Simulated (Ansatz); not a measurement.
A run of Ansatz (development build ahead of 0.2.0) on singlet Mg₄O₄ at this shape:

```yaml
atoms:
  - { symbol: O, position_ang: [-1.0094, -0.9800, -0.9800] }
  - { symbol: Mg, position_ang: [-1.0094, -0.9800, 0.9800] }
  - { symbol: Mg, position_ang: [-1.0094, 0.9800, -0.9800] }
  - { symbol: O, position_ang: [-1.0094, 0.9800, 0.9800] }
  - { symbol: Mg, position_ang: [1.0094, -0.9800, -0.9800] }
  - { symbol: O, position_ang: [1.0094, -0.9800, 0.9800] }
  - { symbol: O, position_ang: [1.0094, 0.9800, -0.9800] }
  - { symbol: Mg, position_ang: [1.0094, 0.9800, 0.9800] }
```

Its results:

```
Converged                       : yes
Total energy                    : -1098.04952 hartree
Spin squared of the determinant : 0.000
```

Q: Which input gives this output? Name the method, the orbitals and the basis set, and write the input.

A: RHF in 6-31G. An unrestricted run that stays on the closed shell gives the same numbers.

```yaml
crystal:
  periodic: [false, false, false]
  atoms:
    - { symbol: O, position_ang: [-1.0094, -0.98, -0.98] }
    - { symbol: Mg, position_ang: [-1.0094, -0.98, 0.98] }
    - { symbol: Mg, position_ang: [-1.0094, 0.98, -0.98] }
    - { symbol: O, position_ang: [-1.0094, 0.98, 0.98] }
    - { symbol: Mg, position_ang: [1.0094, -0.98, -0.98] }
    - { symbol: O, position_ang: [1.0094, -0.98, 0.98] }
    - { symbol: O, position_ang: [1.0094, 0.98, -0.98] }
    - { symbol: Mg, position_ang: [1.0094, 0.98, 0.98] }
basis:
  gaussian: { orbitals: "6-31G" }
hamiltonian:
  xc: hf
```
